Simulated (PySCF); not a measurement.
NTi, neutral, multiplicity 2. Atoms are numbered in the order given.

```xyz
2

Ti     0.0000     0.0000    -0.3723
N      0.0000     0.0000     1.1700
```
Charge 0, spin multiplicity 2.

Geometry optimised at PBE0-D3(BJ)/def2-TZVPD. The spin state was assumed, not searched.

These are PySCF with PBE/def2-TZVPD values and carry that method's errors.

Mulliken values depend strongly on the basis, most of all with diffuse functions as here. Atomic charges (e):

```csv
atom,Mulliken,meta-Löwdin,Mulliken spin
Ti1,0.58,0.41,1.12
N2,-0.58,-0.41,-0.12
```
